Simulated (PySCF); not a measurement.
Molecule: `C[CH2][AlH2-][N+]#CCC#N`, C5H9AlN2.

Bonds (- single, = double, # triple, : aromatic): C1-C2, C2-Al3, Al3-N4, N4#C5, C5-C6, C6-C7, C7#N8. C1 carries H9, H10, H11; C2 carries H12, H13; Al3 carries H14, H15; C6 carries H16, H17. Formal charges: Al3 -1, N4 +1.

Frames of a GFN2-xTB Langevin trajectory at 300 K; GIAO PBE0/pcSseg-1 shieldings in PySCF, gas phase, non-relativistic; equivalent atoms averaged within each frame.

Chemical shifts δ = σref − σ; TMS for ¹³C (σref 186.93), ¹H (σref 31.72); ²⁷Al (σref 489.97) vs AlH4-; ¹⁵N (σref 267.73) against NH3, all at this level. The references are static minima.

Problem. How do the shifts (ppm) fluctuate along the trajectory?

Solution. 
```
         time (fs)     C5     C7    C1    C6    C2   Al3     N8     N4  H14/H15  H16/H17
               250  136.1  113.3  17.1  13.4   9.2  70.0  324.9  285.6     4.64     3.68
               425  133.1  110.3  17.3   5.6   8.8  91.8  319.1  280.0     4.12     3.47
               625  132.6  111.9   8.0   9.9   3.6  90.9  328.0  272.6     5.10     3.52
               800  124.8  121.2  11.8  11.7   4.0  63.9  335.1  265.7     4.11     4.66
              1000  129.0  105.9  16.5   6.3  16.7  91.2  304.9  269.9     4.18     3.09
    mean of frames  131.1  112.5  14.1   9.4   8.4  81.6  322.4  274.8     4.43     3.69
standard deviation    4.3    5.6   4.1   3.4   5.3  13.5   11.4    8.0     0.43     0.59
```

5 frames give an uncertainty of the mean of about the standard deviation over 2.2 at best, since frames this close in time may not be independent; classical motion lacks zero-point vibration, and the reference would need the same averaging.
